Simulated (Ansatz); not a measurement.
Reaction (SMILES): CN[SiH3] → CN[SiH2] + H atom (the H-Si bond at the site shown breaks; other sites are not compared here)
Structures are relaxed separately at B3LYP-D3(BJ)/def2-TZVP in Ansatz (a program for electronic structure), one conformer each, not searched for the lowest.

Quantity: bond dissociation energy (electronic energy difference), in eV. Valence correlation only, unless marked. Open shells are spin-unrestricted. Spin-orbit coupling is left out. Non-relativistic. Basis-set limits of correlation are two-point, X^-3; Hartree-Fock from the larger set.

CCSD(T)/CBS(aug-cc-pV(T+d)Z,aug-cc-pV(Q+d)Z) (Ansatz) gives 4.12 eV.

Task: Another calculation gave 4.04 eV. Which level was it?
A. CAM-B3LYP/def2-TZVPD (Ansatz)
B. SVWN5/def2-TZVPD (Ansatz)
C. revPBE/def2-TZVPD (Ansatz)
D. r2SCANh/def2-TZVPD (Ansatz)

Result: A, CAM-B3LYP/def2-TZVPD (Ansatz). The others give 3.89 (r2SCANh), 4.15 (SVWN5), 3.73 (revPBE) eV.
